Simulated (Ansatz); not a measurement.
Relaxation of BrCl₃F₃HMo (9 atoms, charge 0, multiplicity 1), to a largest force component of 0.03 eV/Å in at most 50 steps.

Computed with RHF/def2-SVP in Ansatz 0.2.0.

```xyz
9
Properties=species:S:1:pos:R:3:forces:R:3
Mo 0.266 0.339 -0.442 -0.36 0.99 -0.38
Cl 0.077 -0.126 3.035 1.11 -1.02 -0.05
Cl 2.663 0.731 -0.240 0.08 -0.04 -0.02
F -0.096 1.810 0.516 -0.05 0.05 0.06
F -1.584 -0.121 -0.470 -0.07 -0.04 0.02
Cl -0.514 -3.248 0.548 0.03 0.02 0.01
F 0.374 -0.010 -2.193 0.03 0.01 -0.12
Br 1.164 -1.902 0.301 0.37 -1.10 0.01
H 1.051 -1.010 2.912 -1.14 1.13 0.47
```

Where does it end, and by what steps?

The run converged. After 32 steps the energy has fallen by 0.408 eV; H9 moved furthest, 1.68 Å.

```
step  energy less start (eV)  largest force component (eV/Å)  accepted
   0                  0.0000                           1.136       yes
   2                 -0.2051                           1.138       yes
   4                 -0.2507                           0.291       yes
   6                 -0.2744                           0.346       yes
   8                 -0.2845                           0.082       yes
  10                 -0.3035                           0.326       yes
  12                 -0.3342                           0.259       yes
  14                 -0.3450                           0.108       yes
  16                 -0.3391                           0.828        no
  18                 -0.3594                           0.146       yes
  20                 -0.3702                           0.069       yes
  22                 -0.3660                           1.177        no
  24                 -0.3903                           0.180       yes
  26                 -0.3706                           1.267        no
  28                 -0.4049                           0.091       yes
  30                 -0.4076                           0.144       yes
  32                 -0.4083                           0.019       yes
```

```xyz
9
Properties=species:S:1:pos:R:3
Mo 0.385 0.266 -0.536
Cl 0.441 -0.766 3.593
Cl 2.797 0.475 -0.628
F 0.313 1.250 0.977
F -1.488 -0.070 -0.356
Cl -0.677 -3.380 0.113
F 0.215 0.463 -2.305
Br 1.128 -2.222 -0.125
H 0.286 0.446 3.233
```

Whether the end is a true minimum wasn't checked by a vibrational analysis.

Run time: 2.9 min on 4 threads of Arm Neoverse V2, with other jobs on the host, peak memory 0.71 GiB.
